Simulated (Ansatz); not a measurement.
Ansatz (a program for electronic structure) input (CCSD(T)/def2-SVPD):

Ansatz 0.2 input:
```yaml
crystal:
  periodic: [false, false, false]
  atoms:
    - {symbol: Nb, position_ang: [-0.06778164, 0.00000000, 0.00000000]}
    - {symbol: F, position_ang: [0.15439151, 0.00000000, -1.87282443]}
    - {symbol: F, position_ang: [0.15439151, 0.00000000, 1.87282443]}
basis:
  gaussian:
    orbitals: def2-SVPD
total_charge: -1
magnetization: {spin_polarized: true, initial_magnetization: 2}
correlation: {method: ccsd_t, electrons: outside_noble_gas}
```

Output:

```
Functional definition: HF
integrals: 0.11 GiB planned
769 factors; integrals over basis functions are off by at most 4.7e-4 eV
mean field: 0.25 GiB planned
mean field evaluation 1: about -6941.7175 eV, gradient 1.7e1 eV
mean field evaluation 2: about -6941.8448 eV, gradient 1.6e1 eV
mean field evaluation 4: about -6944.3513 eV, gradient 2.8e0 eV
mean field evaluation 8: about -6944.5244 eV, gradient 8.7e-1 eV
mean field evaluation 16: about -6944.5720 eV, gradient 1.2e-1 eV
mean field evaluation 32: about -6942.8765 eV, gradient 6.9e0 eV
mean field evaluation 64: about -6944.5867 eV, gradient 4.3e-5 eV
mean field evaluation 96: about -6944.5855 eV, gradient 1.8e-1 eV
mean field evaluation 128: about -6941.2904 eV, gradient 1.2e1 eV
mean field evaluation 160: about -6943.5584 eV, gradient 9.4e-1 eV
mean field evaluation 192: about -6941.4164 eV, gradient 1.2e1 eV
mean field evaluation 224: about -6939.4540 eV, gradient 9.3e0 eV
mean field evaluation 256: about -6942.4860 eV, gradient 7.6e0 eV
mean field evaluation 288: about -6943.4543 eV, gradient 1.2e-1 eV
mean field evaluation 320: about -6943.2299 eV, gradient 8.2e-3 eV
mean field evaluation 352: about -6943.3036 eV, gradient 1.6e-1 eV
mean field evaluation 384: about -6943.3278 eV, gradient 2.6e-1 eV
mean field evaluation 416: about -6943.1228 eV, gradient 1.1e-3 eV
mean field evaluation 448: about -6943.2189 eV, gradient 1.2e-1 eV
mean field evaluation 480: about -6943.2216 eV, gradient 2.7e-4 eV
mean field evaluation 512: about -6943.2795 eV, gradient 9.2e-1 eV
mean field evaluation 544: about -6943.0787 eV, gradient 1.4e0 eV
mean field evaluation 576: about -6943.1659 eV, gradient 2.2e-1 eV
mean field evaluation 608: about -6939.4874 eV, gradient 1.0e1 eV
mean field evaluation 640: about -6940.5202 eV, gradient 6.9e0 eV
mean field evaluation 672: about -6940.7339 eV, gradient 9.1e0 eV
mean field evaluation 704: about -6942.3910 eV, gradient 6.9e-1 eV
mean field -6944.58667989 eV, -255.2088532762 hartree, gradient 1.9e-6 eV, S^2 2.297422; 25 other end points of the search recorded, 0 dependent functions left out
determinant -6944.58667989 eV, -255.2088532762 hartree, with singles and doubles -6958.58107387 eV, -255.7231377691 hartree
determinant -6943.49172225 eV, -255.1686143248 hartree, with singles and doubles -6957.32998248 eV, -255.6771610086 hartree
determinant -6943.45751220 eV, -255.1673571288 hartree, with singles and doubles -6957.35107692 eV, -255.6779362147 hartree
determinant -6943.44196443 eV, -255.1667857587 hartree, with singles and doubles -6957.34787805 eV, -255.6778186586 hartree
determinant -6943.32507870 eV, -255.1624902876 hartree, with singles and doubles -6957.28623319 eV, -255.6755532519 hartree
determinant -6943.32481612 eV, -255.1624806377 hartree, with singles and doubles -6957.29974793 eV, -255.6760499092 hartree
determinant -6943.25333011 eV, -255.1598535753 hartree, with singles and doubles -6956.78331138 eV, -255.6570712163 hartree
determinant -6943.22994425 eV, -255.1589941609 hartree, with singles and doubles -6956.71941225 eV, -255.6547229664 hartree
determinant -6943.22162460 eV, -255.1586884194 hartree, with singles and doubles -6957.08917360 eV, -255.6683114455 hartree
determinant -6943.22145657 eV, -255.1586822446 hartree, with singles and doubles -6957.08550164 eV, -255.6681765033 hartree
determinant -6943.12281849 eV, -255.1550573620 hartree, with singles and doubles -6956.70183244 eV, -255.6540769202 hartree
determinant -6942.95740423 eV, -255.1489785000 hartree, with singles and doubles -6956.63233095 eV, -255.6515227877 hartree
determinant -6942.55561084 eV, -255.1342128651 hartree, with singles and doubles -6955.92105987 eV, -255.6253840577 hartree
6 core orbitals not correlated
reference -6944.58667989 eV, -255.2088532762 hartree; 11, 9 occupied and 63, 65 virtual orbitals, 769 factors
second order -13.61936544 eV of doubles, -0.00000000 eV of singles
coupled cluster: 0.36 GiB planned
cycle   1  -14.00522051 eV  change   -1.1e-2 eV  update   6.0e-3
cycle   2  -14.00781051 eV  change   -2.6e-3 eV  update   4.6e-3
cycle   3  -14.01262071 eV  change   -4.8e-3 eV  update   3.3e-3
cycle   4  -14.01219688 eV  change    4.2e-4 eV  update   1.5e-3
cycle   5  -14.01510784 eV  change   -2.9e-3 eV  update   8.2e-4
cycle   6  -14.01578593 eV  change   -6.8e-4 eV  update   4.5e-4
cycle   7  -14.01606527 eV  change   -2.8e-4 eV  update   3.0e-4
cycle   8  -14.01591501 eV  change    1.5e-4 eV  update   1.9e-4
cycle   9  -14.01560000 eV  change    3.2e-4 eV  update   9.0e-5
cycle  10  -14.01564330 eV  change   -4.3e-5 eV  update   4.2e-5
cycle  11  -14.01564478 eV  change   -1.5e-6 eV  update   2.4e-5
coupled cluster: 0.36 GiB planned
perturbative correction -0.45086853 eV, -0.0165691130 hartree
Total energy: -6959.05319321 eV, -255.7404878347 hartree
```

This state (charge -1, triplet) is run at the relaxed geometry of the species with charge 0 and multiplicity 4.

The determinant is spin-contaminated: <S^2> is 2.30 against 2.00 for a pure state.
